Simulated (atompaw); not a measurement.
## Scattering properties, PAW (atompaw) potential for helium (He)

* Element: helium (He)
* Generator: atompaw 4.2.0.5
* Type: PAW
* Functional: LDA (PW92)
* Relativity: non-relativistic
* Frozen core: none
* Valence charge: 2
* Reference configuration: 1s2
* Partial waves: 1s (bound): rc 0.70 bohr; 1s channel at 0.05 Ry: rc 0.70 bohr; 2p channel at 0.4 Ry: rc 0.70 bohr; 2p channel at 2.65 Ry: rc 0.70 bohr
* Local potential: troulliermartins scheme with l = 2 at 0.5 Ry, radius 0.60 bohr
* Core correction: none
* Augmentation charge: sinc compensation charge, radius 0.55 bohr; PAW radius 0.70 bohr; waves and projectors: custom rrkj gramschmidtortho

The phase is arctan(r·u′/u) with u = r·R(r), unwrapped; energies in Ry, scanned from -3 to 5 Ry. A pole is an energy at which the radial function vanishes at the test radius. The pseudo phase is shifted by a multiple of π to meet the all-electron one at the reference energy, and phase errors are pseudo minus all-electron; the curves can meet again beyond the range given. Levels narrower than the energy grid can be missing from the lists of poles.

```json
{"channel": "s", "radius (bohr)": "0.70", "reference energy (Ry)": "-1.14", "poles, all-electron": "none", "poles, pseudo": "none", "unbroken range about the reference energy with phases within 0.05 rad": "the whole range", "phase error 1 Ry above the reference energy (rad)": "-0.000"}
{"channel": "p", "radius (bohr)": "0.70", "reference energy (Ry)": "0.40", "poles, all-electron": "none", "poles, pseudo": "none", "unbroken range about the reference energy with phases within 0.05 rad": "the whole range", "phase error 1 Ry above the reference energy (rad)": "+0.000"}
```

Phases in the p channel:

```tsv
E (Ry)	all-electron	pseudo
-3.00	1.086	1.086
-2.76	1.081	1.081
-2.52	1.075	1.075
-2.28	1.069	1.069
-2.04	1.063	1.063
-1.80	1.057	1.057
-1.56	1.050	1.050
-1.32	1.044	1.044
-1.08	1.037	1.037
-0.84	1.030	1.030
-0.60	1.023	1.023
-0.36	1.015	1.015
-0.12	1.008	1.008
0.12	1.000	1.000
0.36	0.991	0.991
0.60	0.983	0.983
0.84	0.974	0.974
1.08	0.965	0.965
1.32	0.955	0.955
1.56	0.945	0.945
1.80	0.935	0.935
2.04	0.924	0.924
2.28	0.913	0.913
2.52	0.901	0.901
2.76	0.889	0.889
3.00	0.877	0.877
3.24	0.864	0.864
3.48	0.850	0.850
3.72	0.836	0.836
3.96	0.821	0.821
4.20	0.806	0.806
4.44	0.790	0.790
4.68	0.773	0.773
4.92	0.755	0.755
```
